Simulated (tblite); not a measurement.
Compound: C6H11O2 (doublet state).
Atom-mapped SMILES: `[CH3:1][CH2:2][C@@H:3]1[CH2:4][O:5][C@H:6]1[CH2:7][O:8]` (hydrogens: H9, H10, H11 on C1; H12, H13 on C2; H14 on C3; H15, H16 on C4; H17 on C6; H18, H19 on C7)

Computed geometry: GFN2-xTB, gas phase. This method treats the open shell by occupation alone, without spin polarisation.

(1) What internal coordinates does the optimisation give?

## Answers

(1) 
```json
{"bond": "C1–C2", "length (pm)": "152.4"}
{"bond": "C2–C3", "length (pm)": "152.3"}
{"bond": "C3–C4", "length (pm)": "153.3"}
{"bond": "C4–O5", "length (pm)": "142.1"}
{"bond": "O5–C6", "length (pm)": "139.8"}
{"bond": "C6–C7", "length (pm)": "160.7"}
{"bond": "C7–O8", "length (pm)": "130.9"}
{"bond": "C3–C6", "length (pm)": "153.1"}
{"bond": "C1–H9, C1–H10, C1–H11", "length (pm)": "108.7"}
{"bond": "C2–H12", "length (pm)": "109.2"}
{"bond": "C2–H13", "length (pm)": "109.2"}
{"bond": "C3–H14", "length (pm)": "108.9"}
{"bond": "C4–H15", "length (pm)": "110.6"}
{"bond": "C4–H16", "length (pm)": "108.8"}
{"bond": "C6–H17", "length (pm)": "109.0"}
{"bond": "C7–H18", "length (pm)": "111.1"}
{"bond": "C7–H19", "length (pm)": "110.7"}
```

Bonds in one row agree within 1 pm and their mean is given. A selection of angles:
```json
{"angle": "C2–C1–H9", "degrees": "110.9"}
{"angle": "C2–C1–H10", "degrees": "110.4"}
{"angle": "H9–C1–H10", "degrees": "108.3"}
{"angle": "C1–C2–C3", "degrees": "111.4"}
{"angle": "C1–C2–H12", "degrees": "110.0"}
{"angle": "C1–C2–H13", "degrees": "109.6"}
{"angle": "C3–C2–H12", "degrees": "109.4"}
{"angle": "C3–C2–H13", "degrees": "108.5"}
{"angle": "H12–C2–H13", "degrees": "108.0"}
{"angle": "C2–C3–C4", "degrees": "114.8"}
{"angle": "C2–C3–C6", "degrees": "114.3"}
{"angle": "C2–C3–H14", "degrees": "111.4"}
{"angle": "C4–C3–C6", "degrees": "81.5"}
{"angle": "C4–C3–H14", "degrees": "115.9"}
{"angle": "C6–C3–H14", "degrees": "116.0"}
{"angle": "C3–C4–O5", "degrees": "90.3"}
{"angle": "C3–C4–H15", "degrees": "109.4"}
{"angle": "C3–C4–H16", "degrees": "120.9"}
{"angle": "O5–C4–H15", "degrees": "107.9"}
{"angle": "O5–C4–H16", "degrees": "113.6"}
{"angle": "H15–C4–H16", "degrees": "112.3"}
{"angle": "C4–O5–C6", "degrees": "90.3"}
{"angle": "O5–C6–C7", "degrees": "108.9"}
{"angle": "O5–C6–H17", "degrees": "113.9"}
{"angle": "C7–C6–H17", "degrees": "108.9"}
{"angle": "C3–C6–O5", "degrees": "91.2"}
{"angle": "C3–C6–C7", "degrees": "110.1"}
{"angle": "C3–C6–H17", "degrees": "122.3"}
{"angle": "C6–C7–O8", "degrees": "110.1"}
{"angle": "C6–C7–H18", "degrees": "102.6"}
{"angle": "C6–C7–H19", "degrees": "105.0"}
{"angle": "O8–C7–H18", "degrees": "113.4"}
{"angle": "O8–C7–H19", "degrees": "114.5"}
{"angle": "H18–C7–H19", "degrees": "110.3"}
```

Torsions: C1–C2–C3–C4 172° (antiperiplanar); C2–C3–C4–O5 -94° (anticlinal); C3–C4–O5–C6 -20° (synperiplanar); C4–O5–C6–C7 -92° (anticlinal); O5–C6–C7–O8 58° (synclinal); C2–C3–C6–O5 95° (anticlinal).

The 3 C–O bonds span 1.309 Å (C7–O8, drawn single) to 1.421 Å (C4–O5, drawn single), a spread of 0.112 Å. The C–C distances run from 1.523 Å (C2–C3, drawn single) to 1.607 Å (C6–C7, drawn single), a spread of 0.084 Å. The 4-membered ring C3–C4–O5–C6 has internal angles of 81.5° to 91.2° (sum 353°, against 360° for a flat polygon); it is puckered, 0.12 Å rms from its mean plane, widest ring torsion 20°. Of the pairs four or more bonds apart, O8···H15 is among the closest relative to their van der Waals radii: 2.01 Å, 74 % of the sum of Bondi's values. O5 (oxygen bonded to 2 C) is bent (angle 90.3°).

Point group: C1 (no symmetry element, even within 0.4 Å). Its GFN2-xTB frequencies are all real (lowest 90 cm⁻¹). 3 starts were optimised and ended at 0.00, 1.04 and 3.20 kcal/mol (GFN2-xTB); the lowest of these is shown.

One conformer stands for the species.
